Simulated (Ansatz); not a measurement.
`C=C[CH2][In]([CH2]C=C)[CH2]C=C`. The species carries charge 0 and has multiplicity 1. In: def2 effective core potential. All single points use the PBE0-D4/def2-TZVP geometry. It is one conformer, not always the lowest.

```xyz
25

C    -0.766   -3.622   -0.566
C    -0.155   -2.850    0.330
C    -0.808   -1.964    1.313
In   -0.762    0.103    0.591
C     0.180    1.600    1.908
C     1.416    1.428    1.131
C     2.248    0.372    1.188
C    -1.208    0.669   -1.473
C    -0.860    2.081   -1.714
C     0.244    2.531   -2.307
H    -1.849   -3.678   -0.624
H    -0.204   -4.224   -1.270
H     0.935   -2.836    0.334
H    -0.299   -1.965    2.279
H    -1.858   -2.224    1.467
H     0.219    1.207    2.922
H    -0.236    2.602    1.874
H     1.591    2.166    0.349
H     2.136   -0.404    1.939
H     3.097    0.293    0.521
H    -2.272    0.473   -1.625
H    -0.640   -0.018   -2.104
H    -1.572    2.816   -1.340
H     0.430    3.592   -2.423
H     0.994    1.852   -2.702
```

Problem. What is the dipole moment at PBE/def2-TZVPP? (An estimate is asked.)

Solution. Computed: 1.18 D, with components (-0.77, 0.36, 0.82) D in this frame, pointing from negative to positive charge.

Problem. And with r2SCAN, B3LYP, ωB97M-V? (Estimate.)

Solution. The calculation gave: r2SCAN 1.23 D, B3LYP 1.22 D, ωB97M-V 1.21 D.

Problem. Give the Mulliken charges with PBE, B3LYP, r2SCAN in def2-TZVPP. (An estimate is asked.)

Solution. Computed: 
| atom | PBE | B3LYP | r2SCAN |
| --- | --- | --- | --- |
| C1 | -0.23 | -0.25 | -0.24 |
| C2 | -0.15 | -0.15 | -0.10 |
| C3 | -0.30 | -0.35 | -0.25 |
| In4 | 0.67 | 0.77 | 0.62 |
| C5 | -0.38 | -0.44 | -0.36 |
| C6 | -0.09 | -0.08 | -0.03 |
| C7 | -0.27 | -0.31 | -0.28 |
| C8 | -0.33 | -0.37 | -0.27 |
| C9 | -0.12 | -0.12 | -0.09 |
| C10 | -0.24 | -0.28 | -0.27 |
| H11 | 0.07 | 0.08 | 0.06 |
| H12 | 0.09 | 0.10 | 0.08 |
| H13 | 0.10 | 0.11 | 0.08 |
| H14 | 0.10 | 0.11 | 0.08 |
| H15 | 0.10 | 0.10 | 0.08 |
| H16 | 0.11 | 0.11 | 0.09 |
| H17 | 0.10 | 0.11 | 0.09 |
| H18 | 0.12 | 0.13 | 0.11 |
| H19 | 0.09 | 0.11 | 0.09 |
| H20 | 0.10 | 0.11 | 0.09 |
| H21 | 0.11 | 0.11 | 0.09 |
| H22 | 0.11 | 0.12 | 0.09 |
| H23 | 0.09 | 0.10 | 0.08 |
| H24 | 0.09 | 0.10 | 0.09 |
| H25 | 0.07 | 0.09 | 0.07 |

B3LYP here is the variant with VWN-RPA as its local correlation; programs differ in this.
